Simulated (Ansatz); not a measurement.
`[CH3][AlH][O][SiH2]O` + H₂Te → `[CH3][AlH][TeH]` + `O[SiH2]O`  (ligand exchange at the Al–O bond)

Gas-phase electronic energies from Ansatz, PBE0-D4/def2-TZVP geometries. CCSD(T)/CBS is the MP2 limit (def2-TZVPP, def2-QZVPP) plus CCSD(T) − MP2 in def2-TZVPP, frozen cores. Functionals use def2-TZVPP. B3LYP here is the variant with VWN-RPA as its local correlation; programs differ in this. def2 core potentials past Kr. For Te outer-core shells are correlated without core-valence functions, which leaves a few kJ/mol of doubt a bond. Each species was taken in one conformer, which may not be the lowest.

`[CH3][AlH][O][SiH2]O`:

```xyz
12

C    -1.511    1.111   -1.829
Al   -1.084    0.658    0.009
O     0.224   -0.358    0.339
Si    1.539   -1.171    0.808
O     2.146   -0.628    2.235
H    -0.701    0.863   -2.518
H    -2.404    0.569   -2.160
H    -1.739    2.176   -1.934
H    -1.918    1.163    1.258
H     2.639   -0.970   -0.162
H     1.168   -2.607    0.923
H     1.642   -0.805    3.030
```

H₂Te:

Z-matrix (Å, degrees):
```
Te
H 1 1.656
H 1 1.656 2 90.4
```

`[CH3][AlH][TeH]`:

```xyz
8

C    -0.341    1.262    0.626
Al    0.321   -0.496    0.114
Te   -0.359   -1.431   -2.140
H    -0.922    1.198    1.552
H    -0.973    1.720   -0.137
H     0.495    1.942    0.826
H     1.264   -1.383    1.027
H     0.515   -2.813   -1.868
```

`O[SiH2]O`:

```xyz
7

O     0.491    0.479    1.278
Si   -0.383    0.185   -0.080
O     0.337   -0.877   -1.105
H     0.616   -0.245    1.894
H    -1.681   -0.455    0.239
H    -0.536    1.520   -0.701
H     1.155   -0.607   -1.524
```

(1) Is it downhill or uphill in electronic energy at CCSD(T)/CBS, and by how much? (Best estimate.)

(2) What do these levels give: LDA (SPW92), PBE0-D4, B3LYP-D4, r2SCAN0-D4, CAM-B3LYP-D4, MP2/def2-QZVPP? (An estimate is asked.)

Largest T1 diagnostic among the species: 0.012.

## Answers

(1) The calculation gave: Uphill: ΔE = +35.6 kJ/mol.

(2) Ansatz gave: LDA (SPW92) 28.8, PBE0-D4 27.6, B3LYP-D4 45.4, r2SCAN0-D4 35.7, CAM-B3LYP-D4 51.6, MP2/def2-QZVPP 33.1 kJ/mol.

In def2-TZVPP, CCSD(T) changes the Hartree–Fock value by −9.2 kJ/mol (the triples alone add −3.0 kJ/mol) and MP2 by −15.0 kJ/mol. Leaving LDA and LC-ωPBE aside and taking each functional with its dispersion term where it has one, the values, not all of them listed here, spread over 25.3 kJ/mol, from PBE-D4 to CAM-B3LYP-D4.
